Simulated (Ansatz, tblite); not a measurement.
Removing an electron: HgMe2 (C2H6Hg). Charge 0, multiplicity 1. Geometry: PBE0-D4/def2-TZVP. Ansatz, gas phase; energy differences of separate SCF runs; the oxidised species was run as a doublet alone.

```csv
atom,x (Å),y (Å),z (Å)
Hg1,0.0000,-0.0001,0.0001
C2,1.5574,0.8788,1.0924
H3,2.3267,0.1396,1.3246
H4,1.1814,1.2915,2.0307
H5,2.0174,1.6870,0.5202
C6,-1.5574,-0.8788,-1.0923
H7,-1.1990,-1.2140,-2.0677
H8,-2.3661,-0.1623,-1.2499
H9,-1.9605,-1.7416,-0.5581
```

In the def2 sets Hg takes a core potential; there is no spin–orbit coupling. The xTB rows come from tblite. LC-ωPBE has ω = 0.4 bohr⁻¹. Correlated methods freeze 2 core orbitals; core or outer-core shells of Hg are correlated, in sets that lack core-valence functions.

| level | −HOMO (eV) | vertical IE (eV) | −LUMO (eV) | HOMO–LUMO gap (eV) |
| --- | --- | --- | --- | --- |
| GFN1-xTB | 10.92 | 13.96 | 5.61 | 5.31 |
| GFN2-xTB | 9.42 | 12.72 | 4.19 | 5.23 |
| HF/def2-TZVP | 9.51 | 8.05 | -1.75 | 11.26 |
| PBE-D4/def2-TZVP | 6.01 | 9.05 | 0.73 | 5.27 |
| r2SCAN-D4/def2-TZVP | 6.18 | 8.96 | 0.38 | 5.80 |
| PBE0-D4/def2-TZVP | 7.07 | 9.10 | 0.10 | 6.97 |
| BHLYP-D4/def2-TZVP | 8.02 | 9.00 | -0.37 | 8.38 |
| LC-ωPBE/def2-TZVP | 9.68 | 9.38 | -1.49 | 11.17 |
| ωB97M-V/def2-TZVP | 9.18 | 9.28 | -0.95 | 10.12 |
| B2PLYP/def2-TZVP | – | 9.07 | – | – |

 Raw xTB energy differences between charge states are shifted by several eV; the methods need an empirical correction for them.
